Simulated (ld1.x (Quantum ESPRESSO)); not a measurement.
# Which change was made? (Mo, TM)

Mo, norm-conserving Troullier–Martins (Kleinman–Bylander form), made with ld1.x (Quantum ESPRESSO) 7.5 (PBE, scalar-relativistic). Core [Ar] 3d10, reference 4s2 4p6 4d3 5s0 5p0 (charge +3). Waves: 4s (bound): rc 1.40 bohr; 4d (bound): rc 2.40 bohr; 4p (bound): rc 1.85 bohr. Local part: the p channel. Core correction: a·sin(br)/r model core, default radius (core density twice the valence density).

Cutoffs, loose and tight: the cutoffs (Ry, on a coarse ladder) from which the occupation-weighted sum of valence levels, in a spherical-Bessel basis at the reference potential, stays within 10 and 1 mRy of its value at 400 Ry. They do not see the model core or the augmentation charge, which bear on the density cutoff. Test errors are all-electron minus pseudo excitation energies from the reference, over the configurations 4s2 4p6 4d5 5s1 5p0; 4s2 4p6 4d5 5s0 5p0; 4s2 4p6 4d4 5s0 5p0; 4s2 4p6 4d4 5s1 5p1; 4s2 4p6 4d5 5s0 5p1; 4s2 4p6 4d4 5s1 5p0; 4s2 4p6 4d5 5s0.5 5p0; variants that change the core or the reference have their own tests.

The base gives: outcome: generated; cutoff, loose: 70 Ry; cutoff, tight: 120 Ry; bound ghosts: none; largest test error (meV): +329.

Task: After one change the result is: outcome: generated; cutoff, loose: 50 Ry; cutoff, tight: 70 Ry; bound ghosts: none; largest test error (meV): +514. Which change was it?
A. wave 4s (bound): rc 1.40 bohr becomes 4s (bound): rc 1.64 bohr
B. wave 4s (bound): rc 1.40 bohr becomes 4s (bound): rc 2.10 bohr
C. wave 4s (bound): rc 1.40 bohr becomes 4s (bound): rc 1.90 bohr

Result: A. The others give: wave 4s (bound): rc 1.40 bohr becomes 4s (bound): rc 1.90 bohr → outcome: generated; cutoff, loose: 35 Ry; cutoff, tight: 55 Ry; bound ghosts: none; largest test error (meV): +976 | wave 4s (bound): rc 1.40 bohr becomes 4s (bound): rc 2.10 bohr → outcome: generated; cutoff, loose: 35 Ry; cutoff, tight: 50 Ry; bound ghosts: none; largest test error (meV): +1417.
